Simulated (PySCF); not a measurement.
Simulated C 1s region for `CC[CH2][GaH2-][AsH3+]`, binding energy against the vacuum level.

Every computed line was given a Gaussian of 0.5 eV full width at half maximum and an area set by the number of equivalent atoms; the highest printed point is 100. Computed, not measured: PySCF, delta-SCF UKS SCAN, pcX-2 on the ionised atom, pcseg-1 elsewhere, spin-free X2C.

binding energy (eV), intensity and a bar:
```
    288.6          0 
    288.7          2 
    288.8          5 #
    288.9         12 ####
    289.0         24 #######
    289.1         39 ############
    289.2         51 ###############
    289.3         53 ################
    289.4         44 #############
    289.5         30 #########
    289.6         17 #####
    289.7         11 ###
    289.8         13 ####
    289.9         26 ########
    290.0         49 ###############
    290.1         75 #######################
    290.2         96 #############################
    290.3        100 ##############################
    290.4         86 ##########################
    290.5         61 ##################
    290.6         35 ###########
    290.7         17 #####
    290.8          7 ##
    290.9          2 #
    291.0          1
```

Q: How many maxima does the curve show, and how many computed lines lie under it?

A: The curve has 2 maxima (at 289.3 and 290.3 eV). Under it lie 3 lines from 3 inequivalent carbon sites. At this width some lines have no maximum of their own.

Q: Decompose the envelope and assign each component. Numbering: `[CH3:1][CH2:2][CH2:3][GaH2-:4][AsH3+:5]`.

A: 
```json
{"position (eV)": "289.27", "relative area": "1", "line": "C 1s", "atoms": "C3", "environment": "chain CH2 carbon"}
{"position (eV)": "290.20", "relative area": "1", "line": "C 1s", "atoms": "C2", "environment": "chain CH2 carbon"}
{"position (eV)": "290.35", "relative area": "1", "line": "C 1s", "atoms": "C1", "environment": "methyl carbon"}
```

The listed C 1s values span 1.08 eV, from C3 (bonded to C, 2 H and Ga) to C1 (bonded to C and 3 H).

Shake-up satellites, vibrational structure and lifetime widths aren't simulated. The structure is a single PBE0-D3(BJ)/def2-SVP conformer in the gas phase; no vibrational or solvent corrections.

Conformer computed: `[CH3:1][CH2:2][CH2:3][GaH2-:4][AsH3+:5]`: C1–C2–C3–Ga4 -62°, C2–C3–Ga4–As5 82°.
